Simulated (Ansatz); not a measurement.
`O[SiH](O)O[SiH](O)F` + `O[SiH2]F` → `O[SiH](F)O[SiH2]F` + `O[SiH](O)O`  (ligand exchange at the Si–O bond)

Computed with Ansatz on PBE0-D4/def2-TZVP structures; ΔE is electronic, products minus reactants. CCSD(T)/CBS adds triple-zeta CCSD(T) − MP2 to the extrapolated MP2 energy (def2 sets, frozen cores). One conformer a species, not always the lowest.

| species | CCSD/def2-TZVPP energy (Eh) |
| --- | --- |
| `O[SiH](O)O[SiH](O)F` | -981.69786 |
| `O[SiH2]F` | -465.82788 |
| `O[SiH](F)O[SiH2]F` | -930.52770 |
| `O[SiH](O)O` | -516.99697 |

Question: Work out ΔE.

Answer: ΔE = (-930.52770) + (-516.99697) − (-981.69786) − (-465.82788) = 0.00107 Eh = +2.8 kJ/mol. CCSD(T)/CBS gives +3.8 kJ/mol.

Largest T1 diagnostic among the species: 0.012.

In def2-TZVPP, CCSD(T) changes the Hartree–Fock value by +5.0 kJ/mol (the triples alone add +1.0 kJ/mol) and MP2 by +4.8 kJ/mol.
